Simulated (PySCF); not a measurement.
**KSr: input and log**

State: ²Σ⁺ (doublet), unpaired electrons σ ↑.

An equivalent input (the run itself took its basis sets from the Basis Set Exchange, started from a PBE0 density and held the occupation σ 9α 8β, πx 3α 3β, πy 3α 3β):

```python
from pyscf import gto, dft
mol = gto.M(atom='K 0 0 0; Sr 0 0 4.515', basis={'K': 'def2-SVP', 'Sr': 'def2-SVP'}, ecp={'Sr': 'def2-SVP'},
            charge=0, spin=1, verbose=4, symmetry='C2v')
mf = dft.UKS(mol, xc='PBE')
mf.grids.atom_grid = (80, 434)
mf.grids.prune = dft.gen_grid.treutler_prune
mf.irrep_nelec = {'A1': (9, 8), 'B1': (3, 3), 'B2': (3, 3)}
mf.conv_tol = 1e-9
mf.max_cycle = 60
mf.diis_space = 10
mf.kernel()
```

The log (some set-up lines and the per-cycle HOMO/LUMO lines removed):

```
******** <class 'pyscf.dft.uks_symm.SymAdaptedUKS'> ********
method = SymAdaptedUKS
damping factor = 0
level_shift factor = 0
DIIS = <class 'pyscf.scf.diis.CDIIS'>
diis_start_cycle = 1
diis_space = 10
diis_damp = 0
SCF conv_tol = 1e-09
SCF conv_tol_grad = None
SCF max_cycles = 60
number electrons alpha = 15  beta = 14
Set gradient conv threshold to 3.16228e-05
init E= -630.293933800401
cycle= 1 E= -630.294210141736  delta_E= -0.000276  |g|= 0.00209  |ddm|= 0.154
cycle= 2 E= -630.294221785766  delta_E= -1.16e-05  |g|= 0.00214  |ddm|= 0.0233
cycle= 3 E= -630.29422900108  delta_E= -7.22e-06  |g|= 0.000626  |ddm|= 0.0101
cycle= 4 E= -630.294230536996  delta_E= -1.54e-06  |g|= 0.000229  |ddm|= 0.00557
cycle= 5 E= -630.294230954161  delta_E= -4.17e-07  |g|= 0.000179  |ddm|= 0.00468
cycle= 6 E= -630.294231069719  delta_E= -1.16e-07  |g|= 3.71e-05  |ddm|= 0.00177
cycle= 7 E= -630.29423107646  delta_E= -6.74e-09  |g|= 1.26e-05  |ddm|= 0.000387
cycle= 8 E= -630.294231077678  delta_E= -1.22e-09  |g|= 4.79e-06  |ddm|= 0.000206
cycle= 9 E= -630.294231077775  delta_E= -9.64e-11  |g|= 4.51e-07  |ddm|= 6.37e-05
Extra cycle  E= -630.294231077776  delta_E= -1.25e-12  |g|= 1.73e-07  |ddm|= 6.3e-06
converged SCF energy = -630.294231077776  <S^2> = 0.75340344  2S+1 = 2.0034005
```

Repeating this along the bond gives Re = 4.459 Å and ωe = 59.6 cm⁻¹.

A point of this curve took 0.55 CPU seconds beside 0.17 for the integrals, on Intel Xeon Platinum 8259CL @ 2.50GHz (shared host).

Spin–orbit coupling is left out. The state is the lowest determinant that a PBE0 search found; another state may lie lower at other levels.
